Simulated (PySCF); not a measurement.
## Unknowns

- structure optimised with GFN2-xTB
- GIAO PBE0/pcSseg-1 shieldings
- code: PySCF 2.14.0 with density-fitted response routines
- isolated molecule, averaged over atoms made equivalent by symmetry, fast rotation or ring inversion, relativity neglected, one computed conformer

Chemical shifts δ = σref − σ; ¹H (σ = 31.72 ppm) and ¹³C (σ = 186.93 ppm) vs TMS, all at this level. Splittings of carbon signals by F and P are missing where no couplings were computed. Where no couplings were computed, multiplicities follow the n + 1 count of equivalent neighbours, and m marks all less simple cases (inequivalent or close neighbours, rings, F or P nearby). Shifts are as computed. Against solution values, carbons near 30 ppm lie about +3 ppm off and those near 130 ppm about +5 ppm (rms about the fit 2.1 ppm; single classes can miss by 10 ppm). Of 1328 compounds with measured shifts, 309 miss one by over three times the rms of a fit or turn the order of signals round; such compounds aren't used in these exercises. Signals without a measured value on file couldn't be tested in this way; 1H shifts scatter by 0.2 ppm about their fit, and single ones miss by 0.5 ppm.

(1) C₇H₁₁F. ¹H NMR (300 MHz, computed): δ 6.24 (m, 1H), 5.45 (m, 1H), 5.41 (m, 1H), 4.94 (m, 1H), 3.06 (m, 1H), 2.41 (m, 1H), 2.28 (m, 1H), 1.91 (m, 1H), 1.06 (d, 3H). ¹³C{¹H} NMR (computed): δ 146.5 (CH), 124.3 (CH2), 93.9 (CH), 53.8 (CH), 36.5 (CH2), 27.1 (CH), 20.2 (CH3). Give a structure.

(2) C₅H₅N. ¹H NMR (400 MHz, computed): δ 2.31 (m, 2H), 2.10 (m, 1H), 1.33 (m, 1H), 1.27 (m, 1H). ¹³C{¹H} NMR (computed): δ 123.2, 27.0, 26.3, 7.5. Identify the compound.

Answers

(1) SMILES F[C@H]1[C@H](C=C)[C@H](C)C1. The formula gives 2 degrees of unsaturation (1 ring in the answer). 7 carbon signals for 7 carbons: no two carbons are equivalent. Carbon types of the structure: 4 × CH, 2 × CH2, 1 × CH3, which accounts for all hydrogens. δC 146.5: alkene CH; the olefinic region. δC 124.3: terminal =CH2 carbon; the olefinic region. δC 93.9: sp3 CH bonded to F; pulled downfield by the heteroatom. δC 27.1: sp3 CH in a ring; a saturated carbon with 3 carbon neighbours and no heteroatom attached.

This is the structure that produced the data. Such data don't tell enantiomers apart.

(2) SMILES N#C[C@H]1[C@H]2C[C@@H]12. Rings plus π bonds: 4 (2 rings in the answer). 4 carbon signals for 5 carbons: some carbons are equivalent by symmetry or fast rotation. Carbon types of the structure: 1 × C, 3 × CH, 1 × CH2, which accounts for all hydrogens. δC 123.2: nitrile carbon; typical of a nitrile. δC 27.0, 26.3, 7.5: three-membered-ring carbon; carbons of three-membered rings are unusually shielded. δH 2.31, 2.10, 1.33, 1.27: hydrogen on a three-membered-ring carbon.

This is the structure that produced the data. Such data don't tell enantiomers apart.
